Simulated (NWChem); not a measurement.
System: CH5AlSe; SMILES [CH3][AlH][SeH]

```xyz
8

Al    -0.6416    -1.0659     0.1217
H     -2.1688    -1.2232     0.5284
C      0.6183    -2.5628    -0.0144
H      0.2670    -3.2989    -0.7498
H      0.6963    -3.0917     0.9449
H      1.6273    -2.2540    -0.3079
Se     0.1172     1.1018    -0.3365
H     -1.2092     1.7075    -0.0743
```
Atoms are numbered in this order, from 1.

Structure relaxed at the B3LYP/6-31G* (spherical d) level.

Spin-orbit effects, on the heavy nuclei and on their neighbours, are missing.

Problem. Give the principal values of the shielding tensors (ppm) of Al1, C3, Se7 from PBE/pcSseg-1, GIAO (NWChem), with their diamagnetic and paramagnetic parts as GIAO splits them.

Solution. 
```csv
atom,σ11,σ22,σ33,isotropic,diamagnetic,paramagnetic
Al1,169.3,264.7,342.9,259.0,796.6,-537.6
C3,175.2,191.4,192.1,186.2,250.8,-64.6
Se7,1543.1,2046.3,2051.5,1880.3,3000.4,-1120.1
```
